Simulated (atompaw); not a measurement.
## Before and after: PAW (atompaw) potential for Ba (Z = 56)

* Element: Ba (Z = 56)
* Generator: atompaw 4.2.0.5
* Type: PAW
* Functional: PBE
* Relativity: scalar-relativistic
* Frozen core: [Kr] 4d10
* Valence charge: 10
* Reference configuration: 5s2 5p6 5d0 6s0 6p0 (charge +2)
* Partial waves: 5s (bound); 6s (bound, empty); 5p (bound); 6p (bound, empty); 5d (bound, empty); 5d channel at 0.05 Ry; 4f channel at 0.3 Ry
* Local potential: troulliermartins scheme with l = 4 at 1 Ry, radius 2.90 bohr
* Core correction: smooth core density matched at 2.40 bohr
* Augmentation charge: besselshape compensation charge, radius 2.40 bohr; PAW radius 3.00 bohr; waves and projectors: bloechl

All-electron outer shells of the reference configuration (PBE, scalar-relativistic, ld1.x):

```json
{"shell": "4d", "level (eV)": "-102.16", "outermost node (bohr)": "0.32", "outermost maximum (bohr)": "0.70"}
{"shell": "5s", "level (eV)": "-45.98", "outermost node (bohr)": "0.80", "outermost maximum (bohr)": "1.47"}
{"shell": "5p", "level (eV)": "-30.91", "outermost node (bohr)": "0.86", "outermost maximum (bohr)": "1.67"}
{"shell": "5d", "level (eV)": "-12.91", "outermost node (bohr)": "0.99", "outermost maximum (bohr)": "2.31"}
{"shell": "6s", "level (eV)": "-12.34", "outermost node (bohr)": "1.93", "outermost maximum (bohr)": "3.62"}
{"shell": "6p", "level (eV)": "-8.98", "outermost node (bohr)": "2.26", "outermost maximum (bohr)": "4.26"}
```

Change: local potential troulliermartins scheme with l = 4 at 1 Ry, radius 2.18 bohr.

Cutoffs: the cutoffs (Ry, on a coarse ladder) from which the occupation-weighted sum of valence levels, in a spherical-Bessel basis at the reference potential, stays within 10 and 1 mRy of its value at 400 Ry; they do not see the model core or the augmentation charge, which bear on the density cutoff.

Question: What does the change do?

Answer: The potential gets harder (18 Ry and 30 Ry → 40 Ry and 55 Ry); a bound ghost appears in s, which as a rule spoils a file; the range in which the s phases agree narrows (upper end 1.6 → -0.6); the range in which the p phases agree narrows (upper end 3.7 → 0.4). A state that the projectors do not describe sees the local part alone, so a deeper or shallower local part can create or remove a ghost.

| quantity | base | changed |
| --- | --- | --- |
| cutoff, loose | 18 Ry | 40 Ry |
| cutoff, tight | 30 Ry | 55 Ry |
| loose cutoff by channel (10 mRy a level) | s 8 Ry, p 12 Ry | s 30 Ry, p 25 Ry |
| bound ghosts | none | s |
| s: phases at 3.01 bohr within 0.05 rad from the reference energy up to (Ry; the scan ends near 5) | 1.6 | -0.6 |
| p: phases at 3.01 bohr within 0.05 rad from the reference energy up to (Ry; the scan ends near 5) | 3.7 | 0.4 |
| d: phases at 3.01 bohr within 0.05 rad from the reference energy up to (Ry; the scan ends near 5) | 2.3 | 2.1 |
| f: phases at 3.01 bohr within 0.05 rad from the reference energy up to (Ry; the scan ends near 5) | 0.4 | 0.4 |
| lowest overlap eigenvalue by channel | s 0.45, p 0.67, d 0.81, f 1.00 | s 0.17, p 0.36, d 0.52, f 1.00 |

 A true bound ghost makes a file unfit for plane-wave use even where its test errors are small: the radial tests pick states by their node count and pass the ghost by. The cutoffs see the waves, projectors and local potential, not the compensation charge or the core.
